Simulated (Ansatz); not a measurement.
```yaml
crystal:
  periodic: [false, false, false]
  atoms:
    - {symbol: Si, position_ang: [-3.883429, 2.242678, -0.416333]}
    - {symbol: Si, position_ang: [-1.365664, -3.397042, 2.890666]}
    - {symbol: Si, position_ang: [1.848821, -3.466052, -0.453109]}
    - {symbol: Si, position_ang: [-1.092223, 2.131463, -3.052307]}
    - {symbol: Si, position_ang: [1.573177, -0.730464, -3.020457]}
    - {symbol: In, position_ang: [-1.355999, -0.871732, -0.329549]}
    - {symbol: Si, position_ang: [-1.120985, 1.961219, 2.514551]}
    - {symbol: Si, position_ang: [1.550904, -0.707616, 2.487678]}
    - {symbol: Si, position_ang: [1.543106, 2.007458, -0.146369]}
    - {symbol: Si, position_ang: [4.278731, -0.635887, -0.213875]}
    - {symbol: Si, position_ang: [-2.733093, -2.190908, 1.406563]}
    - {symbol: Si, position_ang: [-2.674480, 0.854543, -1.773217]}
    - {symbol: Si, position_ang: [-2.627905, 3.326850, 1.381731]}
    - {symbol: Si, position_ang: [0.378386, -2.300920, -1.739795]}
    - {symbol: Si, position_ang: [0.276164, -1.995327, 3.869866]}
    - {symbol: Si, position_ang: [2.936603, -2.031220, 1.083201]}
    - {symbol: Si, position_ang: [0.236081, 0.701046, -4.334341]}
    - {symbol: Si, position_ang: [0.379711, 3.412525, -1.686011]}
    - {symbol: Si, position_ang: [2.946625, 0.712653, -1.594554]}
    - {symbol: Si, position_ang: [0.192821, 0.614988, 1.059893]}
    - {symbol: H, position_ang: [-4.674376, 3.285117, -1.057626]}
    - {symbol: H, position_ang: [-4.933585, 1.371446, 0.367082]}
    - {symbol: H, position_ang: [-2.029999, -4.102191, 3.913433]}
    - {symbol: H, position_ang: [-0.555772, -4.427722, 2.064048]}
    - {symbol: H, position_ang: [2.972317, -4.138731, -1.224075]}
    - {symbol: H, position_ang: [1.146186, -4.556489, 0.309679]}
    - {symbol: H, position_ang: [-1.828597, 3.072486, -4.012956]}
    - {symbol: H, position_ang: [2.588544, -1.366021, -3.896111]}
    - {symbol: H, position_ang: [-1.922287, 1.088659, 3.393486]}
    - {symbol: H, position_ang: [-0.342414, 2.871527, 3.356721]}
    - {symbol: H, position_ang: [2.517174, 0.065918, 3.400582]}
    - {symbol: H, position_ang: [2.434563, 2.895538, 0.578712]}
    - {symbol: H, position_ang: [5.233044, -1.478678, -1.038678]}
    - {symbol: H, position_ang: [5.167122, 0.232965, 0.699254]}
    - {symbol: H, position_ang: [-3.742159, -3.271845, 0.786455]}
    - {symbol: H, position_ang: [-3.610279, -1.314938, 2.309285]}
    - {symbol: H, position_ang: [-3.656610, 0.356005, -2.822328]}
    - {symbol: H, position_ang: [-3.651346, 3.916565, 2.333034]}
    - {symbol: H, position_ang: [-1.930617, 4.470069, 0.713937]}
    - {symbol: H, position_ang: [-0.205067, -3.206480, -2.788068]}
    - {symbol: H, position_ang: [1.162348, -2.836237, 4.739818]}
    - {symbol: H, position_ang: [-0.402262, -1.082283, 4.854007]}
    - {symbol: H, position_ang: [3.823278, -2.892675, 2.007365]}
    - {symbol: H, position_ang: [-0.629074, -0.207590, -5.202980]}
    - {symbol: H, position_ang: [1.087497, 1.479821, -5.229999]}
    - {symbol: H, position_ang: [1.415746, 4.006068, -2.689034]}
    - {symbol: H, position_ang: [-0.290642, 4.489208, -1.079002]}
    - {symbol: H, position_ang: [3.749678, 1.528146, -2.405150]}
basis:
  gaussian: {orbitals: STO-3G, point_charges: [{charge: -1.00, position_ang: [9.758, -0.471, -0.187]}]}
total_charge: -1
hamiltonian: {xc: {name: wB97}}
```

```sh
$ ansatz run in.yaml --threads 2 --pin off --events-out ev --progress --plain --max-ram 22528MiB --backend cuda --devices 0, --max-vram 18GiB
```

Shortened log:

```
Functional definition: wB97
2632 factors; integrals over basis functions are off by at most 4.4e-5 eV
1164 factors; integrals over basis functions are off by at most 4.3e-6 eV
mean field evaluation 1: about -303093.1815 eV, gradient 3.7e1 eV
mean field evaluation 2: about -303099.0652 eV, gradient 1.4e1 eV
mean field evaluation 4: about -303099.9129 eV, gradient 8.0e-1 eV
mean field evaluation 8: about -303099.6061 eV, gradient 2.6e-2 eV
mean field -303099.60608969 eV, -11138.7050755041 hartree, gradient 7.8e-5 eV, S^2 0.000000; 0 other end points of the search recorded, 0 dependent functions left out
reference -303099.60607115 eV, -11138.7050748227 hartree; 172, 172 occupied and 54, 54 virtual orbitals, 2632 factors
Total energy: -303099.60607115 eV, -11138.7050748227 hartree
```

It took 6.5 s on 2 threads of AMD EPYC 7R13 on a shared host and a share (18 GiB) of an NVIDIA H100 80GB HBM3, peak host memory 1.2 GiB.

The highest occupied level of an anion often lies above zero with these methods, and sets without diffuse functions describe the outer electron poorly.
